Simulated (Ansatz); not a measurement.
```yaml
crystal:
  periodic: [false, false, false]
  atoms:
    - {symbol: F, position_ang: [-0.365023, -1.792799, 1.023256]}
    - {symbol: C, position_ang: [-0.183450, -0.477976, 0.839103]}
    - {symbol: C, position_ang: [1.185915, -0.149271, 0.340573]}
    - {symbol: O, position_ang: [1.094855, -0.015927, -0.966343]}
    - {symbol: C, position_ang: [-0.392404, 0.025117, -1.223450]}
    - {symbol: C, position_ang: [-1.030558, 0.299557, 0.065907]}
    - {symbol: F, position_ang: [-1.011614, 1.682251, 0.468219]}
    - {symbol: H, position_ang: [-0.061845, -0.075131, 1.829478]}
    - {symbol: H, position_ang: [1.733287, 0.827733, 0.603579]}
    - {symbol: H, position_ang: [2.075597, -0.925959, 0.502332]}
    - {symbol: H, position_ang: [-0.490610, 0.692338, -1.842651]}
    - {symbol: H, position_ang: [-0.675579, -0.927755, -1.874752]}
    - {symbol: H, position_ang: [-2.068341, 0.043002, 0.193268]}
basis:
  gaussian: {orbitals: def2-mTZVPP}
total_charge: 1
magnetization: {spin_polarized: true, initial_magnetization: 1}
hamiltonian: {xc: {name: r2SCAN}}
relax: {f_tol: 0.001, max_steps: 1}
output: {forces: true}
```

```sh
$ ansatz run in.yaml --threads 4 --pin off --events-out ev --progress --plain --max-ram 11315MiB
```

It prints (some lines left out):

```
Functional definition: r2SCAN
1539 factors; their error is unknown
mean field evaluation 1: about -11699.8519 eV, gradient 5.6e1 eV
mean field evaluation 2: about -11684.6750 eV, gradient 7.8e1 eV
mean field evaluation 4: about -11712.2406 eV, gradient 6.4e0 eV
mean field evaluation 8: about -11712.4569 eV, gradient 3.2e-1 eV
mean field evaluation 16: about -11712.4166 eV, gradient 2.6e-3 eV
mean field -11712.41656567 eV, -430.4233698271 hartree, gradient 6.3e-5 eV, S^2 0.755595; 3 other end points of the search recorded, 0 dependent functions left out
reference -11712.41657435 eV, -430.4233701463 hartree; 28, 27 occupied and 150, 151 virtual orbitals, 1539 factors
relax step   1: F+E_penalty+E_count = -11712.41656567 eV  Δ(F+E_penalty+E_count) = +0.000e0 eV  max|allowed force component| = 7.588e0 eV/Å  Δτ_max = 0.0000 Å  (77 SCF iters, accepted)
Error: geometry relaxation did not converge after 1 steps: max|allowed force component| = 7.59e0 eV/Å (threshold 1.0e-3). Raise `relax.max_steps` over both its present limit and 1, loosen `relax.f_tol`, or start from a geometry closer to equilibrium. Where this run's directory can be resumed (`checkpoint.write`), a resume goes on for up to `relax.max_steps` more
```

Task: Something in this input is off. What?

Result: The relaxation is allowed too few steps for its threshold. No converged result was reached.
